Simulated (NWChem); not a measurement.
Species: SeF3 cation; SMILES F[Se+](F)F

```xyz
4

Se     0.0000     0.0000     0.3678
F      1.0250     1.0250    -0.4632
F      0.3752    -1.4002    -0.4632
F     -1.4002     0.3752    -0.4632
```
Atoms are numbered in this order, from 1.

Program: NWChem. Pople sets run with spherical d functions. The geometry was optimised at PBE0/def2-SVP.

Question: What does the run give for PBE/6-31G*? Quantities: highest occupied level (eV); orbital gap (eV).

Answer: 
| Quantity | Result |
|---|---|
| highest occupied level (eV) | -17.06 |
| orbital gap (eV) | 6.66 |
